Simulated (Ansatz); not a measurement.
Consider the formal exchange of groups at the Si–O bond: `CO[SiH](O)[SiH3]` + CH₄ → `CO[SiH](C)[SiH3]` + H₂O.

Gas-phase electronic energies from Ansatz, PBE0-D4/def2-TZVP geometries. CCSD(T)/CBS is the MP2 limit (def2-TZVPP, def2-QZVPP) plus CCSD(T) − MP2 in def2-TZVPP, frozen cores. This one scheme is used for every species. Functionals use def2-TZVPP. B3LYP here is the variant with VWN-RPA as its local correlation; programs differ in this. Each species was taken in one conformer, which may not be the lowest.

| level | ΔE (kcal/mol) | difference from CCSD(T)/CBS |
| --- | --- | --- |
| PBE-D4 | 24.7 | -1.0 |
| r2SCAN-D4 | 27.0 | 1.3 |
| PBE0-D4 | 24.8 | -0.9 |
| B3LYP-D4 | 27.1 | 1.4 |
| ωB97M-V | 26.5 | 0.8 |
| B2PLYP | 28.0 | 2.3 |
| PBE | 25.4 | -0.3 |
| r2SCAN | 27.3 | 1.6 |
| PBE0 | 25.4 | -0.3 |
| B3LYP | 28.3 | 2.6 |
| CCSD/def2-TZVPP | 26.6 | 0.9 |
| CCSD(T)/def2-TZVPP | 26.3 | 0.6 |
| HF/def2-QZVPP | 30.1 | 4.4 |
| MP2/def2-QZVPP | 26.2 | 0.5 |
| SCS-MP2/def2-QZVPP | 27.0 | 1.3 |
| CCSD/CBS(def2) | 26.0 | 0.3 |
| CCSD(T)/CBS | 25.7 | 0 |

Largest T1 diagnostic among the species: 0.012.

In def2-TZVPP, CCSD(T) changes the Hartree–Fock value by −3.8 kcal/mol (the triples alone add −0.3 kcal/mol) and MP2 by −3.6 kcal/mol. The D4 term adds −1.1 kcal/mol with B3LYP and −0.7 kcal/mol with PBE0; it sums over pairs of atoms, weighted by their polarisabilities, and B3LYP, whose exchange is more repulsive, gets the larger term.
